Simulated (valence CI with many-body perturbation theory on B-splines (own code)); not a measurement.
E1 transitions of Tm⁵⁴⁺

Method: configuration interaction combined with many-body perturbation theory (CI+MBPT): five valence electrons over a frozen Dirac-Fock core [Ne], a basis of 9 s, 9 p, 8 d, 6 f, 3 g, 1 h functions for each j, with the one-electron correlation potential Σ1 (screened to all orders), the two-electron term Σ2, the three-electron term Σ3, Breit, model QED; selected single and double excitations, second order for the rest (own B-spline code, finite nucleus).

The last digits are not significant, and no measured levels were compared; by estimate large intervals hold to a few tenths of a per cent, small ones and those within an open d or f shell to about a per cent. Among the levels kept, up to 580 cm⁻¹ of a level comes from second order outside the variational space, and about a tenth of that is noise between levels of different J, which matters for small intervals.

Lines 1 to 50 of 223 in falling wavelength, among levels below 742.15 eV, chosen from the strongest by gf and those to the six lowest levels. Wavelengths and rates use the calculated energies. Electric multipoles are in the length gauge, E1 and E2 with the static RPA response of the core. Weak lines are less certain than strong ones. Lines between different terms over intervals too small for the method are left out, as are lines whose strength nearly cancels. The highest levels of a list are the least certain.

Levels are named by their leading jj configuration (3d3/2^4 stands for four electrons in 3d with j = 3/2), which in mixed levels can hold well under half, so a name can repeat and another be missing. Letters in brackets count levels of one name in rising energy.

```
λ vac (nm)                               Upper                               Lower   A (s⁻¹)  log gf  Branch %
     45.86          (3s^2 3p1/2^2 3d5/2) J=5/2          (3s^2 3p1/2 3p3/2^2) J=5/2  5.06e+05   -4.02       0.0
     38.90          (3s^2 3p1/2 3p3/2^2) J=3/2          (3s^2 3p1/2^2 3d3/2) J=3/2  8.02e+03   -6.14       0.0
     32.64          (3s^2 3p1/2^2 3d5/2) J=5/2          (3s^2 3p1/2 3p3/2^2) J=3/2  8.39e+05   -4.09       0.0
     28.96          (3s^2 3p1/2 3p3/2^2) J=5/2          (3s^2 3p1/2^2 3d3/2) J=3/2  3.51e+06   -3.58      11.9
     21.83          (3s^2 3p1/2 3p3/2^2) J=1/2          (3s^2 3p1/2^2 3d3/2) J=3/2  5.89e+03   -7.08       0.0
     11.62  (3s 3p1/2^2 3p3/2 3d3/2) J=5/2 [a]  (3s^2 3p1/2 3p3/2 3d3/2) J=3/2 [b]  1.58e+09   -1.72       4.8
     9.938      (3s 3p1/2^2 3p3/2 3d3/2) J=7/2  (3s^2 3p1/2 3p3/2 3d3/2) J=5/2 [b]  6.01e+09   -1.15      18.8
     9.332  (3s 3p1/2^2 3p3/2 3d3/2) J=3/2 [b]  (3s^2 3p1/2 3p3/2 3d3/2) J=3/2 [b]  4.40e+09   -1.64       1.1
     9.321  (3s 3p1/2^2 3p3/2 3d3/2) J=3/2 [b]  (3s^2 3p1/2 3p3/2 3d3/2) J=1/2 [b]  2.16e+09   -1.95       0.5
     8.750  (3s 3p1/2^2 3p3/2 3d3/2) J=3/2 [b]  (3s^2 3p1/2 3p3/2 3d3/2) J=5/2 [b]  1.24e+09   -2.25       0.3
     8.702      (3s 3p1/2^2 3p3/2 3d5/2) J=9/2      (3s^2 3p1/2 3p3/2 3d5/2) J=9/2  8.59e+09   -1.01      28.6
     8.701  (3s 3p1/2^2 3p3/2 3d3/2) J=5/2 [a]      (3s^2 3p1/2 3p3/2 3d3/2) J=7/2  2.09e+09   -1.85       6.3
     8.687  (3s 3p1/2^2 3p3/2 3d5/2) J=7/2 [a]  (3s^2 3p1/2 3p3/2 3d5/2) J=7/2 [b]  5.49e+09   -1.30       2.2
     8.671  (3s 3p1/2^2 3p3/2 3d5/2) J=7/2 [a]  (3s^2 3p1/2 3p3/2 3d5/2) J=5/2 [b]  8.07e+09   -1.14       3.2
     8.589  (3s 3p1/2^2 3p3/2 3d3/2) J=5/2 [b]  (3s^2 3p1/2 3p3/2 3d3/2) J=3/2 [b]  1.17e+09   -2.11       0.2
     8.533          (3s 3p1/2^2 3p3/2^2) J=5/2          (3s^2 3p1/2 3p3/2^2) J=5/2  7.85e+09   -1.29       3.6
     8.370  (3s 3p1/2^2 3p3/2 3d3/2) J=1/2 [b]  (3s^2 3p1/2 3p3/2 3d3/2) J=3/2 [b]  3.29e+09   -2.16       0.4
     8.361  (3s 3p1/2^2 3p3/2 3d3/2) J=1/2 [b]  (3s^2 3p1/2 3p3/2 3d3/2) J=1/2 [b]  9.70e+09   -1.69       1.2
     8.215  (3s 3p1/2^2 3p3/2 3d3/2) J=5/2 [a]  (3s^2 3p1/2 3p3/2 3d3/2) J=3/2 [a]  2.42e+09   -1.83       7.3
     8.172      (3s 3p1/2^2 3p3/2 3d3/2) J=7/2      (3s^2 3p1/2 3p3/2 3d3/2) J=7/2  1.12e+10   -1.05      35.2
     8.106  (3s 3p1/2^2 3p3/2 3d3/2) J=3/2 [a]  (3s^2 3p1/2 3p3/2 3d3/2) J=1/2 [a]  2.41e+09   -2.02       3.7
     8.106  (3s 3p1/2^2 3p3/2 3d3/2) J=3/2 [a]  (3s^2 3p1/2 3p3/2 3d3/2) J=3/2 [a]  7.80e+09   -1.51      11.9
     8.094  (3s 3p1/2^2 3p3/2 3d3/2) J=5/2 [b]  (3s^2 3p1/2 3p3/2 3d3/2) J=5/2 [b]  5.60e+09   -1.48       0.8
     8.064  (3s 3p1/2^2 3p3/2 3d3/2) J=5/2 [a]  (3s^2 3p1/2 3p3/2 3d3/2) J=5/2 [a]  1.15e+10   -1.17      34.7
     8.030      (3s 3p1/2^2 3p3/2 3d5/2) J=9/2  (3s^2 3p1/2 3p3/2 3d5/2) J=7/2 [a]  2.13e+10   -0.69      70.9
     8.011  (3s 3p1/2^2 3p3/2 3d3/2) J=1/2 [a]  (3s^2 3p1/2 3p3/2 3d3/2) J=1/2 [a]  1.36e+10   -1.58      43.1
     8.011  (3s 3p1/2^2 3p3/2 3d3/2) J=1/2 [a]  (3s^2 3p1/2 3p3/2 3d3/2) J=3/2 [a]  7.67e+09   -1.83      24.2
     7.975  (3s 3p1/2^2 3p3/2 3d5/2) J=5/2 [a]  (3s^2 3p1/2 3p3/2 3d5/2) J=5/2 [a]  1.32e+10   -1.12       4.9
     7.958  (3s 3p1/2^2 3p3/2 3d3/2) J=3/2 [a]  (3s^2 3p1/2 3p3/2 3d3/2) J=5/2 [a]  9.76e+09   -1.43      14.9
     7.935          (3s 3p1/2^2 3p3/2^2) J=5/2          (3s^2 3p1/2 3p3/2^2) J=3/2  1.25e+10   -1.15       5.8
     7.896            (3s 3p1/2 3p3/2^3) J=5/2                (3s^2 3p3/2^3) J=3/2  1.33e+10   -1.13       1.9
     7.843      (3s 3p1/2^2 3p3/2 3d5/2) J=1/2  (3s^2 3p1/2 3p3/2 3d5/2) J=3/2 [b]  2.36e+10   -1.36       8.4
     7.822  (3s 3p1/2^2 3p3/2 3d5/2) J=7/2 [b]  (3s^2 3p1/2 3p3/2 3d5/2) J=7/2 [b]  4.05e+09   -1.53       0.6
     7.819          (3s^2 3p1/2 3d3/2^2) J=3/2      (3s^2 3p1/2 3p3/2 3d5/2) J=1/2  3.04e+09   -1.95       0.1
     7.809  (3s 3p1/2^2 3p3/2 3d5/2) J=7/2 [b]  (3s^2 3p1/2 3p3/2 3d5/2) J=5/2 [b]  7.81e+09   -1.24       1.1
     7.798  (3s 3p1/2^2 3p3/2 3d5/2) J=5/2 [a]  (3s^2 3p1/2 3p3/2 3d5/2) J=3/2 [a]  1.88e+10   -0.99       7.0
     7.798          (3s 3p1/2^2 3p3/2^2) J=3/2          (3s^2 3p1/2 3p3/2^2) J=1/2  2.95e+05   -5.97       0.0
     7.748          (3s 3p1/2^2 3p3/2^2) J=1/2          (3s^2 3p1/2 3p3/2^2) J=1/2  2.73e+10   -1.31       6.6
     7.649          (3s^2 3p1/2 3d3/2^2) J=3/2  (3s^2 3p1/2 3p3/2 3d5/2) J=3/2 [b]  3.75e+09   -1.88       0.1
     7.647  (3s 3p1/2^2 3p3/2 3d5/2) J=3/2 [b]      (3s^2 3p1/2 3p3/2 3d5/2) J=1/2  1.43e+10   -1.30       1.1
     7.607      (3s 3p1/2^2 3p3/2 3d3/2) J=7/2  (3s^2 3p1/2 3p3/2 3d3/2) J=5/2 [a]  2.87e+09   -1.70       9.0
     7.537  (3s 3p1/2^2 3p3/2 3d5/2) J=3/2 [a]  (3s^2 3p1/2 3p3/2 3d5/2) J=5/2 [a]  2.13e+10   -1.14      10.4
     7.509  (3s 3p1/2^2 3p3/2 3d5/2) J=7/2 [a]      (3s^2 3p1/2 3p3/2 3d5/2) J=9/2  6.46e+09   -1.36       2.6
     7.485  (3s 3p1/2^2 3p3/2 3d5/2) J=3/2 [b]  (3s^2 3p1/2 3p3/2 3d5/2) J=3/2 [b]  1.79e+10   -1.22       1.3
     7.379  (3s 3p1/2^2 3p3/2 3d5/2) J=3/2 [a]  (3s^2 3p1/2 3p3/2 3d5/2) J=3/2 [a]  7.01e+09   -1.64       3.4
     7.246  (3s 3p1/2^2 3p3/2 3d5/2) J=5/2 [b]  (3s^2 3p1/2 3p3/2 3d5/2) J=7/2 [b]  3.03e+10   -0.84       4.2
     7.235  (3s 3p1/2^2 3p3/2 3d5/2) J=5/2 [b]  (3s^2 3p1/2 3p3/2 3d5/2) J=5/2 [b]  1.21e+10   -1.24       1.7
     7.168          (3s 3p1/2^2 3p3/2^2) J=3/2          (3s^2 3p1/2 3p3/2^2) J=5/2  2.91e+10   -1.05       5.0
     7.086          (3s^2 3p1/2 3d3/2^2) J=5/2  (3s^2 3p1/2 3p3/2 3d3/2) J=3/2 [b]  2.34e+09   -1.98       0.2
     7.059            (3s 3p1/2 3p3/2^3) J=1/2                (3s^2 3p3/2^3) J=3/2  2.70e+10   -1.39       1.9
```
